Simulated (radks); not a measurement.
Question: Coherent X-ray form factor from a spherical all-electron density. Method: scalar-relativistic Kohn-Sham, r2SCAN, spin-unpolarised, spherical densities, finite nucleus; meta-GGA in the generalised Kohn-Sham scheme; Fermi nuclear charge, rms radius of each element as measured or else 0.836 A^(1/3) + 0.57 fm; computed with a radial shooting solver on a logarithmic mesh with Libxc functionals.

sin(theta)/lambda (1/angstrom)  f0 (electrons)
0.05                                    29.424
0.1                                     27.966
0.15                                    26.122
0.2                                     24.222
0.25                                    22.379
0.3                                     20.616
0.4                                     17.359
0.5                                     14.546
0.6                                     12.252
0.8                                      9.134
1                                        7.428
1.25                                     6.266
1.5                                      5.467
2                                        4.059

The species is in the configuration that NIST lists as its ground one. Which atom or ion scatters so?

Answer: Neutral zinc, [Ar] 3d10 4s2. Extrapolating in s^2 from the first two rows gives f0(0) = 29.9, near the electron count 30; among species with that count, the fall with angle is slower the higher Z, and the table is that of Z = 30; from so few rows the species is fixed only to a neighbour or two.
